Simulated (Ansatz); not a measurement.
Cl₂Sr, triplet, geometry from GFN2-xTB (such geometries of metal compounds can be far from the true shape) (a higher spin typed on purpose: for a closed-shell molecule this is an excited state) (core potentials on Sr); PBE/def2-SVP run with Ansatz (a first-principles code).

Input for Ansatz:
Ansatz 0.2 input:
```yaml
crystal:
  periodic: [false, false, false]
  atoms:
    - {symbol: Sr, position_ang: [0.50354995, -0.98029751, 0.16357802]}
    - {symbol: Cl, position_ang: [0.31464289, 1.39392006, -1.09624314]}
    - {symbol: Cl, position_ang: [-1.44022513, 0.79733320, 0.73059816]}
basis:
  gaussian:
    orbitals: def2-SVP
hamiltonian:
  xc: pbe
magnetization: {spin_polarized: true, initial_magnetization: 2}
```

It wrote (shortened):

```
Functional definition: PBE
671 factors; their error is unknown
mean field evaluation 1: about -25863.5441 eV, gradient 8.7e0 eV
mean field evaluation 2: about -25863.4020 eV, gradient 1.0e1 eV
mean field evaluation 4: about -25864.0384 eV, gradient 3.8e-1 eV
mean field evaluation 8: about -25863.9945 eV, gradient 2.1e-3 eV
mean field evaluation 16: about -25862.4832 eV, gradient 3.5e0 eV
mean field -25863.99446422 eV, -950.4842653150 hartree, gradient 3.6e-5 eV, S^2 2.001304; 2 other end points of the search recorded, 0 dependent functions left out
reference -25863.99451592 eV, -950.4842672150 hartree; 23, 21 occupied and 36, 38 virtual orbitals, 671 factors
Total energy: -25863.99451592 eV, -950.4842672150 hartree
```
